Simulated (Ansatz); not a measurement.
C3H4O2Si, SMILES C#C[SiH2]C(=O)O.

Geometry optimised at PBE0-D3(BJ)/def2-SVP. This is a generated structure with no PubChem entry under its InChIKey; it may be hypothetical. The values are those of a single conformer.

Two levels are set side by side: PBE/def2-SVPD (Ansatz, a first-principles code) and PBE0/def2-SVPD (Ansatz). Energy differences of separate SCF runs at the same geometry; the states with an electron removed or added have multiplicity 2 and 2. Differences are taken from unrounded values.

```
quantity                            PBE
---------------------------------  ----
vertical ionisation energy (eV)    9.51
vertical singlet–triplet gap (eV)  4.29
```

### Question
These are the PBE values. What does PBE0 give? (The exact figures need the calculation; the answer reports its results.)

### Answer

| quantity | PBE0 | PBE minus PBE0 |
|---|---|---|
| vertical ionisation energy (eV) | 9.93 | -0.42 |
| vertical singlet–triplet gap (eV) | 4.36 | -0.07 |
